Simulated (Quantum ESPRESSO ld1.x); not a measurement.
Q: All-electron atom: the praseodymium ion Pr3+ in [Xe] 4f2 (the NIST ground configuration). Method: Dirac Kohn-Sham, exchange-only PBE, spin-unpolarised, spherical densities, point nucleus; open shells fill j = l - 1/2 first; computed with ld1.x of Quantum ESPRESSO 7.5.

Spin-orbit splittings of the eigenvalues, e(l+1/2) - e(l-1/2), with zeta = 2 splitting/(2l+1) and mean radii in bohr:

shell  occ.  splitting (eV)  zeta (eV)  <r> j=l-1/2  <r> j=l+1/2
2p        6           482.3      321.5      0.08605      0.09236
3p        6           95.52      63.68       0.2617       0.2741
3d       10           20.58      8.233       0.2453       0.2491
4p        6               ?          ?       0.6388       0.6664
4d       10           3.652      1.461       0.7176       0.7274
4f        2          0.3973     0.1135        1.015        1.024
5p        6           3.113      2.075        1.635        1.711

Estimate the 4p splitting.

A: 20.69 eV (zeta = 13.79 eV).
